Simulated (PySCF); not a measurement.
Species: CH7FSiSn.
Bonds: F1–Sn2, Sn2–C3, C3–Si4. Hydrogens: H5, H6 on Sn2; H7, H8 on C3; H9, H10, H11 on Si4.

Computed with PySCF 2.14.0, PBE0-D3(BJ)/def2-SVP geometry optimisation, gas phase, def2 core potentials past Kr.

Q: How far are the bound atoms from Sn2?

A: 4 atoms: H6 1.712 Å, H5 1.713 Å, F1 1.948 Å, C3 2.144 Å. The nearest atom not counted as bound is H7, at 2.68 Å (others tie with it).

Q: List the angles at Sn2.

A: 
```tsv
angle	degrees	distance of the outer atoms (Å)
H5–Sn2–H6	114.0	2.87
C3–Sn2–H6	113.7	3.24
C3–Sn2–H5	113.1	3.23
F1–Sn2–C3	105.2	3.25
F1–Sn2–H5	104.8	2.90
F1–Sn2–H6	104.8	2.90
```

Q: What is the shape at Sn2?

A: Distorted tetrahedral: angles from 104.8° to 114.0°; τ4 = (360° − α − β)/141° = 0.94 with α and β the two widest (0 for a square, 1 for a tetrahedron).

Q: What are the other bond lengths?

A: C3–Si4 1.880 Å; C3–H7, C3–H8 1.103 Å; Si4–H9, Si4–H10, Si4–H11 1.495 Å.

Q: Give some angles away from the centre.

A: Sn2–C3–Si4 114.6°.

Q: What are the rotational constants (commonest isotopes, rigid rotor)?

A: A = 5474, B = 1448, C = 1252 MHz: a near-prolate asymmetric top.

Point group: C1 (no symmetry element, even within 0.4 Å). Charge 0, singlet. Not checked by PBE0-D3(BJ)/def2-SVP frequencies.

Conformer computed: `[F:1][SnH2:2][CH2:3][SiH3:4]`: F1–Sn2–C3–Si4 -64°.

One conformer stands for the species.
